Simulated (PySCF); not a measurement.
BeBr2, SMILES [Br][Be][Br]. The structure is a stationary point at B3LYP-D3(BJ)/def2-TZVP.

Method: B3LYP-D3(BJ)/def2-TZVP (PySCF).

Harmonic wavenumbers (cm⁻¹): 208, 208, 237, 990. Rotational constants (GHz): 0.8269 (linear); symmetry number 2.

Question: Work out the zero-point energy and the ideal-gas rigid-rotor harmonic-oscillator thermochemistry at 298.15 K and 1 atm.

Answer: ZPE = ½ Σ hcν = ½ × 1642 cm⁻¹ = 9.82 kJ/mol. H − E(el) = 22.81 kJ/mol. Entropy in J/(mol K): translation 172.71, rotation 76.75, vibration 25.33, total 274.79. G − E(el) = -59.12 kJ/mol. Cp = 53.50 J/(mol K).
